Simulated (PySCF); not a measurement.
Si(Cl)(F)2(OAc) (C2H3ClF2O2Si), SMILES CC(=O)O[Si](F)(F)Cl.

Coordinates come from a PBE-D3(BJ)/def2-SVP optimisation. Other conformers were not sampled.

Calculation: PBE-D3(BJ)/def2-SVP in PySCF.

Frequencies are harmonic and unscaled.

Question: Give all harmonic wavenumbers and intensities. (The exact figures need the calculation; the answer reports its results.)

Answer: 
```tsv
mode	ν (cm⁻¹)	IR (km/mol)	moving atoms (share of kinetic energy)
1	58	2.6	C 32 %, H 22 %, O 21 %, Cl 17 %
2	73	0.7	O 44 %, F 20 %, Cl 20 %, H 10 %
3	90	2.8	O 48 %, F 23 %, C 13 %, Cl 9 %
4	109	0.1	H 81 %, O 16 %
5	191	3.0	F 54 %, O 23 %, Cl 14 %
6	209	2.8	F 43 %, O 26 %, Cl 20 %
7	260	8.0	F 50 %, Si 21 %, Cl 10 %, C 9 %, O 8 %
8	272	25.6	F 53 %, C 18 %, O 13 %
9	320	24.7	F 40 %, Cl 29 %, O 18 %, Si 9 %
10	387	32.6	Si 23 %, F 19 %, O 18 %, H 18 %, C 17 %
11	550	53.2	Cl 26 %, Si 20 %, F 16 %, C 15 %, O 14 %, H 10 %
12	571	19.8	C 42 %, H 30 %, O 20 %
13	630	19.2	O 38 %, C 32 %, Si 16 %, H 9 %
14	782	156.0	O 52 %, Si 30 %
15	882	71.0	F 41 %, Si 25 %, O 21 %, C 9 %
16	944	146.0	O 35 %, Si 21 %, C 18 %, H 14 %, F 12 %
17	972	158.3	Si 48 %, F 48 %
18	980	173.1	H 44 %, O 28 %, C 21 %
19	1009	10.0	H 49 %, C 48 %
20	1209	322.6	C 63 %, H 26 %, O 11 %
21	1329	105.3	H 63 %, C 36 %
22	1385	13.9	H 96 %
23	1392	11.5	H 96 %
24	1802	210.8	C 63 %, O 36 %
25	2995	0.0	H 97 %
26	3079	0.1	H 91 %, C 9 %
27	3132	1.2	H 90 %, C 10 %
```
